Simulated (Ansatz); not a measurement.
Basis-set extrapolation for BFH₆Si₂, SMILES `F[SiH2]B[SiH3]` (PBE0-D4/def2-TZVP geometry, frozen core, the Gaussian-basis code of Ansatz). Multiplicity 1, RHF reference.

```
                      def2-TZVPP   def2-QZVPP
                 HF  -705.577401  -705.601594
    MP2 correlation    -0.594738    -0.644183
CCSD(T) correlation    -0.671141      not run
```

Energies in hartree. Use E(X) = E(∞) + A·exp(−7.88·√X) for Hartree–Fock and E(X) = E(∞) + B·X^(−2.97) for correlation, with X = 3 and 4, and add CCSD(T) minus MP2 of the smaller set to the MP2 limit.

Problem. What is the CCSD(T) energy at the basis-set limit?

Solution. HF limit: -705.601594 + (-0.024193) × 0.13774 = -705.60493. MP2 limit: -0.644183 + (-0.049445) × 0.74074 = -0.68081. Higher-order term: -0.671141 − (-0.594738) = -0.07640. Total: -706.36214 hartree, 3.09 eV below CCSD(T)/def2-TZVPP.
